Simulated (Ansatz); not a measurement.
FeF₃, relaxed as a sextet with UKS PBE0-D4/def2-TZVP in Ansatz, starting from the GFN2-xTB geometry. Force threshold 0.02 eV/Å.

Start:

```xyz
4

Fe    0.002    0.454   -0.368
F    -1.453    0.357    0.742
F     1.420    0.386    0.791
F     0.032   -1.198   -1.166
```

| step | energy (eV) | largest force component (eV/Å) | SCF passes |
| --- | --- | --- | --- |
| 1 | -42529.5855 | 4.238 | 19 |
| 2 | -42530.1614 | 2.258 | 27 |
| 3 | -42530.4890 | 0.540 | 27 |
| 4 | -42530.5516 | 0.035 | 27 |
| 5 | -42530.5517 | 0.005 | 23 |

Force components are those of the run's own axes.

End:

Cartesian coordinates in Å:
```
Fe 0.0000 -0.0001 0.0001
F -1.5317 0.5360 0.6530
F 1.4976 0.5665 0.7044
F 0.0341 -1.1025 -1.3576
```

By distances, no bond broke or formed. The bond that changes most is Fe1–F4, from 1.83 to 1.75 Å (atoms count from 1).

No frequencies were taken in this run, so the end may be a saddle point.

Hardware: 2 threads of Arm Neoverse V2 on a shared host. Wall time 17 s.
